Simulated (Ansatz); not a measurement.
The molecule Cd₂, closed-shell singlet (lowest of 2S+1 = 1, 3 at CCSD(T)/def2-TZVPP on PBE0 minima; our sources give no spin for the ground state, which may be another). No spin–orbit coupling.

The constants come from a fifth-degree fit in 1/R (seven points, main isotopes). Runs in def2 and cc sets follow the lowest solution found near the PBE0 minimum. The singlet is held restricted.

Programs: Ansatz (Gaussian basis) for Hartree–Fock, density functionals and correlated methods. Each number belongs to the level named beside it. In def2 rows elements past Kr take small-core potentials, without spin–orbit coupling.

Energies at B97M-V/def2-TZVPP:

```tsv
R (Å)	E (hartree)
3.333698	-335.56021223
3.423314	-335.56056329
3.505760	-335.56076866
3.598960	-335.56089948
3.692160	-335.56095015
3.799699	-335.56093626
3.925161	-335.56085127
```

Problem. With a reduced mass of 56.9517 u, find the minimum, the force constant and the constants.

Solution. A fifth-degree polynomial in 1/R puts the minimum at r_e = 3.7224 Å with force constant 2.66 N/m. Then ω_e = (1/2πc)√(k/μ) = 28 cm⁻¹ and B_e = h/(8π²cμr_e²) = 0.02136 cm⁻¹; the cubic and quartic terms give α_e = 0.00030 and ω_e x_e = 0.27 cm⁻¹.

Ansatz is a first-principles code.
